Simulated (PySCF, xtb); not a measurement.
AlH₉Si₃, SMILES [SiH3][Al]([SiH3])[SiH3].

GFN2-xTB in xtb at its own geometry gives an orbital gap of 2.72 eV and a dipole moment of 0.04 D.

Geometry: PBE-D3(BJ)/def2-SVP. The structure was generated by enumeration; whether it is a known compound was not checked.

What does M06-2X/def2-TZVP (PySCF) give? (An estimate is asked for; the answer gives what the named calculation found.)

gap 6.26 eV (levels -8.20 and -1.94 eV), dipole 0.02 D.
